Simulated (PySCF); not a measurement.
**State search for MgI**

Unrestricted PBE0; basis Mg x2c-SVPall, I x2c-SVPall; spin-free X2C with a Gaussian nucleus; PySCF 2.14. Outer shells of the fragments: Mg 3s2; I 4d10 5s2 5p5.

Followed along the bond (rough minima from three points):

```tsv
2Ms+1	unpaired	⟨S²⟩ at the start	R at minimum (Å)	Te (eV)
2	σ ↑	0.75	2.61	0.00
4	σ ↑, π ↑↑	3.75	none in the scan	≤ 4.61
```

Solutions found at the starting distance of 2.665 Å, counted from the lowest of them; the search is not exhaustive and high or unbound solutions are not listed, so other states can lie among these:

```tsv
2Ms+1	unpaired	term	E (eV)	⟨S²⟩	⟨Lz²⟩	μ (D)
2	σ ↑	²Σ⁺	0.00	0.75	0.00	-3.31
2	π ↑	²Π	2.93	0.77	1.00	-3.82
2	π ↑	²Π	3.28	0.75	1.00	4.30
4	σ ↑, π ↑↑	mixed	4.81	3.75	2.01	3.36
4	σ ↑, π ↑↑	mixed	4.97	3.75	2.01	3.54
4	σ ↑↑, π ↑	⁴Π	5.85	3.75	1.00	2.77
4	σ ↑↑, π ↑	⁴Π	6.37	3.75	1.01	3.50
4	σ ↑↑↑	⁴Σ⁺	7.34	3.75	0.00	4.09
```

A term symbol is given only where ⟨S²⟩ and ⟨Lz²⟩ are close to those of a pure state; real π, δ and φ orbitals otherwise mix terms. A positive dipole means Mg(−)I(+).

Spin–orbit coupling is left out. Counting both spins, an empty level lies below a filled one in some of these solutions, because spin and occupation are held.
